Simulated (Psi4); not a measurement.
H₆Si₂, charge -1, doublet, geometry from GFN2-xTB (a state made from the parent by changing its charge; the spin is typed, not shown lowest) (a gas-phase anion, which may not be bound at this level); Psi4 with R2SCAN/6-311G**.

The Psi4 input:
```
memory 2 GB

molecule mol {
-1 2
  Si   -1.089619    0.345418   -0.082213
  Si    1.089619   -0.345418    0.082213
  H    -1.720973   -0.650210   -1.019507
  H    -2.111751    1.473189   -0.389485
  H    -1.686084    0.001773    1.257392
  H     2.111751   -1.473189    0.389485
  H     1.720973    0.650210    1.019507
  H     1.686084   -0.001773   -1.257392
}

set basis 6-311g**
set reference uks

energy('r2scan')
print_variables()
```

The log (banner, timings and long lists left out):

```
   => Loading Basis Set <=

    Name: 6-311G**
    Role: ORBITAL
    Keyword: BASIS

         ---------------------------------------------------------
                                   SCF
               by Justin Turney, Rob Parrish, Andy Simmonett
                          and Daniel G. A. Smith
                              UKS Reference
         ---------------------------------------------------------

  ==> Geometry <==

    Molecular point group: ci
    Full point group: Ci

    Geometry (in Angstrom), charge = -1, multiplicity = 2:

       Center              X                  Y                   Z               Mass
    ------------   -----------------  -----------------  -----------------  -----------------
         SI          -1.089619000000     0.345418000000    -0.082213000000    27.976926534650
         SI           1.089619000000    -0.345418000000     0.082213000000    27.976926534650
         H           -1.720973000000    -0.650210000000    -1.019507000000     1.007825032230
         H           -2.111751000000     1.473189000000    -0.389485000000     1.007825032230
         H           -1.686084000000     0.001773000000     1.257392000000     1.007825032230
         H            2.111751000000    -1.473189000000     0.389485000000     1.007825032230
         H            1.720973000000     0.650210000000     1.019507000000     1.007825032230
         H            1.686084000000    -0.001773000000    -1.257392000000     1.007825032230

  Running in ci symmetry.

  Rotational constants: A =      1.71016  B =      0.16970  C =      0.16726 [cm^-1]
  Rotational constants: A =  51269.41520  B =   5087.60740  C =   5014.33117 [MHz]
  Nuclear repulsion =   90.782275139069668

  Charge       = -1
  Multiplicity = 2
  Electrons    = 35
  Nalpha       = 18
  Nbeta        = 17

  ==> Algorithm <==

  SCF Algorithm Type is DF.
  DIIS enabled.
  MOM disabled.
  Fractional occupation disabled.
  Guess Type is SAD.
  Energy threshold   = 1.00e-06
  Density threshold  = 1.00e-06
  Integral threshold = 1.00e-12

  ==> Primary Basis <==

  Basis Set: 6-311G**
    Blend: 6-311G**
    Number of shells: 48
    Number of basis functions: 88
    Number of Cartesian functions: 90
    Spherical Harmonics?: true
    Max angular momentum: 2

  ==> DFT Potential <==

   => LibXC <=

    Version 7.1.2
    S. Lehtola, C. Steigemann, M. J. T. Oliveira, and M. A. L. Marques,  SoftwareX 7, 1–5 (2018) (10.1016/j.softx.2017.11.002)

   => Composite Functional: R2SCAN <=

    r2SCAN Meta-GGA XC Functional  (0.1021/acs.jpclett.0c02405)
    J. W. Furness, A. D. Kaplan, J. Ning, J. P. Perdew, J. Sun  J. Phys. Chem. Lett.  11, 8208–8215, 2020

    Deriv               =              1
    GGA                 =           TRUE
    Meta                =           TRUE

    Exchange Hybrid     =          FALSE
    MP2 Hybrid          =          FALSE

   => Exchange Functionals <=

    1.0000   XC_MGGA_X_R2SCAN

   => Correlation Functionals <=

    1.0000   XC_MGGA_C_R2SCAN

   => LibXC Density Thresholds  <==

    XC_MGGA_C_R2SCAN:  1.00E-15
    XC_MGGA_X_R2SCAN:  1.00E-11

   => Molecular Quadrature <=

    Radial Scheme          =       TREUTLER
    Pruning Scheme         =           NONE
    Nuclear Scheme         =       TREUTLER

    Blocking Scheme        =         OCTREE
    BS radius alpha        =              1
    Pruning alpha          =              1
    Radial Points          =             75
    Spherical Points       =            302
    Total Points           =         173988
    Total Blocks           =           1346
    Max Points             =            256
    Max Functions          =             82
    Weights Tolerance      =       1.00E-15

   => Loading Basis Set <=

    Name: (6-311G** AUX)
    Role: JKFIT
    Keyword: DF_BASIS_SCF

  ==> Integral Setup <==

  SCF_SUBTYPE=INCORE selected. In-core MEM_DF algorithm will be used.
  Using in-core AOs.

  ==> MemDFJK: Density-Fitted J/K Matrices <==

[...]
  Reciprocal condition number of the overlap matrix is 2.0187193623E-03.
    Using symmetric orthogonalization.

  ==> Pre-Iterations <==

  SCF Guess: Superposition of Atomic Densities via on-the-fly atomic UHF (no occupation information).

   -------------------------
    Irrep   Nso     Nmo
   -------------------------
     Ag        44      44
     Au        44      44
   -------------------------
    Total      88      88
   -------------------------

  ==> Iterations <==

                           Total Energy        Delta E     RMS |[F,P]|

   @DF-UKS iter SAD:  -582.05536368881928   -5.82055e+02   0.00000e+00
   @DF-UKS iter   1:  -582.30517715785413   -2.49813e-01   9.52740e-03 ADIIS/DIIS
   @DF-UKS iter   2:  -582.32823767621051   -2.30605e-02   8.70748e-03 ADIIS/DIIS
   @DF-UKS iter   3:  -582.49117615416606   -1.62938e-01   1.14425e-03 ADIIS/DIIS
   @DF-UKS iter   4:  -582.49546030640317   -4.28415e-03   2.00971e-04 ADIIS/DIIS
   @DF-UKS iter   5:  -582.49559490674778   -1.34600e-04   2.49977e-05 DIIS
   @DF-UKS iter   6:  -582.49559765398317   -2.74724e-06   1.11481e-05 DIIS
   @DF-UKS iter   7:  -582.49559815812779   -5.04145e-07   2.17532e-06 DIIS
   @DF-UKS iter   8:  -582.49559818502792   -2.69001e-08   5.40111e-07 DIIS
  Energy and wave function converged.

  ==> Post-Iterations <==

   Electrons on quadrature grid:
      Nalpha   =   18.0000066664 ; deviation = 6.666e-06
      Nbeta    =   17.0000131011 ; deviation = 1.310e-05
      Ntotal   =   35.0000197675 ; deviation = 1.977e-05

   @Spin Contamination Metric:   8.514710788E-03
   @S^2 Expected:                7.500000000E-01
   @S^2 Observed:                7.585147108E-01
   @S   Expected:                5.000000000E-01
   @S   Observed:                5.000000000E-01

    Orbital Energies [Eh]
    ---------------------

    Alpha Occupied:

[...]
    Alpha Virtual:

[...]
      44Au   141.469194

    Beta Occupied:

[...]
    Beta Virtual:

[...]
    Final Occupation by Irrep:
             Ag    Au
    DOCC [     9,    8 ]
    SOCC [     0,    1 ]
    NA   [     9,    9 ]
    NB   [     9,    8 ]

  @DF-UKS Final Energy:  -582.49559818502792

   => Energetics <=

    Nuclear Repulsion Energy =             90.7822751390696681
    One-Electron Energy =                -993.7385442647004083
    Two-Electron Energy =                 364.6439562384410920
    DFT Exchange-Correlation Energy =     -44.1832852978382462
    Empirical Dispersion Energy =           0.0000000000000000
    VV10 Nonlocal Energy =                  0.0000000000000000
    Total Energy =                       -582.4955981850279159

  UHF NO Occupations:
  HONO-2 :    8 Au 1.9994123
  HONO-1 :    9 Ag 1.9977127
  HONO-0 :    9 Au 1.0000000
  LUNO+0 :   10 Ag 0.0022873
  LUNO+1 :   10 Au 0.0005877
  LUNO+2 :   11 Ag 0.0005479
  LUNO+3 :   11 Au 0.0005029

Computation Completed

Properties will be evaluated at   0.000000,   0.000000,   0.000000 [a0]

Properties computed using the SCF density matrix

 Multipole Moments:

 ------------------------------------------------------------------------------------
     Multipole            Electronic (a.u.)      Nuclear  (a.u.)        Total (a.u.)
 ------------------------------------------------------------------------------------

 L = 1.  Multiply by 2.5417464519 to convert [e a0] to [Debye]
 Dipole X            :          0.0000000            0.0000000            0.0000000
 Dipole Y            :          0.0000000            0.0000000            0.0000000
 Dipole Z            :          0.0000000            0.0000000            0.0000000
 Magnitude           :                                                    0.0000000

 ------------------------------------------------------------------------------------

  Variable Map:
  ----------------------------------------------------------------------------
[...]
  Array Variable Map:
  ----------------------------------------------------------------------------
[...]
[...]
```
